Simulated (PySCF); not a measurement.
PVDF trimer, SMILES CC(F)(F)CC(F)(F)CC(C)(F)F at its GFN2-xTB optimised geometry (Å):

```
23

C      1.0878     2.2836    -2.0308
C     -0.2548     2.3948    -1.3396
F     -1.2498     1.9953    -2.1815
F     -0.5349     3.7134    -1.0924
C     -0.4015     1.6572     0.0000
C      0.1079     0.2160     0.0000
F      1.4717     0.2160     0.0000
F     -0.2293    -0.4164    -1.1602
C     -0.4344    -0.5773     1.1888
C      0.3270    -1.8743     1.5020
C      0.6346    -2.7798     0.3280
F      1.4745    -1.5688     2.1715
F     -0.4254    -2.5568     2.4219
H      1.2374     1.2675    -2.3832
H      1.8833     2.5556    -1.3434
H      1.0975     2.9588    -2.8833
H     -1.4610     1.6668     0.2634
H      0.1582     2.2150     0.7526
H     -0.4009     0.0452     2.0851
H     -1.4717    -0.8408     0.9761
H      1.3686    -2.3079    -0.3183
H     -0.2730    -2.9826    -0.2326
H      1.0445    -3.7134     0.7064
```

Level of theory: PBE0/def2-SVP (PySCF). Cells within 0.4 Å of a nucleus heavier than hydrogen are left out (blank, or x).

Map of the electron localisation function on the plane z = 0.0 Å:

```
|00000000000000000000000000000|
|00000000000000000000000000000|
|00000000000000000000000000000|
|00000000000001000000000000000|
|00000000000133200000000000000|
|00000000000245300000000000000|
|00000000000122000000000000000|
|00000000000000000000000000000|
|00000000144323540000000000000|
|00000000599963762000000000000|
|0000000089995x151000000000000|
|0000000069997x750242000000000|
|00000000046559962886200000000|
|00000000000025xx7xx7200000000|
|00000000000024xx7xx7200000000|
|00000000011014533886200000000|
|00000000154100100232000000000|
|00000000043000000000000000000|
|00000000000000015885100000000|
|00000000000015558999400000000|
|00000000000399935998200000000|
|00000000000899932762000000000|
|00000000001899967630000000000|
|00000000000487448861000000000|
|00000000000010028861000000000|
|00000000000000014530000000000|
|00000000000000000000000000000|
|00000000000000000000000000000|
|00000000000000000000000000000|
```
Scale: ten equal steps from 0.000 (start of '0') to 0.998 (end of '9'), in the order '0123456789'; x runs from -6.00 to 6.00, y from -6.00 (bottom) to 6.00 (top).
